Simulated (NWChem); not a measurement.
# CH$_{7}$FN$_{2}$Si; SMILES C([Si@@H](F)N)N

```xyz
12

N      0.0729     2.3183    -0.0836
C      0.7496     1.0873     0.3885
Si     0.0116    -0.5032    -0.3087
N     -1.6213    -0.6297     0.2297
F      0.9503    -1.7577     0.1338
H      0.1842     2.4015    -1.0937
H     -0.9305     2.2288     0.0746
H      1.8160     1.1640     0.1427
H      0.7103     1.0754     1.4868
H     -0.0456    -0.5009    -1.7934
H     -2.2734    -1.2202    -0.2730
H     -1.8342    -0.6283     1.2211
```
Atoms are numbered in this order, from 1.

Program: NWChem. All runs use the structure optimised with B3LYP/6-31G* (spherical d). Level TPSS/def2-SVPD: energy and gradient; each run changes one setting, and changes count from the defaults (medium grid, exact Coulomb integrals, symmetry on).

```csv
setting,size of the energy change (μHa),largest change of a gradient component (μHa/bohr),"time, defaults = 1 (rough)"
defaults,< 10,< 30,about 1
"Coulomb fitting, Weigend set",500,100,0.5
extra-fine grid,< 10,100,3
tight SCF thresholds and tolerances,< 10,< 30,about 1
"Coulomb fitting, Ahlrichs set",800,100,0.4
```
